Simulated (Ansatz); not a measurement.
Stepwise reaction of `O[Si](F)(F)F` with hydrogen, as a gas-phase model of exchange steps in deposition or etching. ΔE in kJ/mol; ΔG adds harmonic PBE0-D4 terms to CCSD(T)/CBS, at 1 bar.

Computed with Ansatz on PBE0-D4/def2-TZVP structures; ΔE is electronic, products minus reactants. CBS: MP2 limit from def2 TZ/QZ plus the TZ coupled-cluster correction, frozen cores. This one scheme is used for every species. DFT in def2-TZVPP. B3LYP here is the variant with VWN-RPA as its local correlation; programs differ in this. Each species was taken in one conformer, which may not be the lowest.

```tsv
step	reaction	PBE-D4	B3LYP-D4	ωB97M-V	CCSD(T)/CBS	ΔG(600 K)
1	`O[Si](F)(F)F` + H₂ → `O[SiH](F)F` + H–F	118.8	127.3	129.0	127.2	124.5
2	`O[SiH](F)F` + H₂ → `O[SiH2]F` + H–F	136.4	144.8	145.8	142.6	140.4
```

**Question.** Give the row of step 3, `O[SiH2]F` + H₂ → `O[SiH3]` + H–F. (Best estimate.)

**Answer.** Ansatz gave: 
```
step                           reaction  PBE-D4  B3LYP-D4  ωB97M-V  CCSD(T)/CBS  ΔG(600 K)
   3  `O[SiH2]F` + H₂ → `O[SiH3]` + H–F   130.3     138.5    139.2        136.1      130.7
```

**Question.** By hand: ΔE of the 3 steps together at CCSD(T)/CBS.

**Answer.** (127.2) + (142.6) + (136.1) = 405.9 kJ/mol, or 135.3 kJ/mol a step.

In ΔE step 1 is the lowest and step 2 the highest. All are uphill at CCSD(T)/CBS. ΔG lies between 124.5 and 140.4 kJ/mol a step. PBE-D4 differs from CCSD(T)/CBS by -8.4 to -5.8 kJ/mol a step. Isolated molecules leave out the surface, adducts and barriers. Largest T1 diagnostic: 0.011.
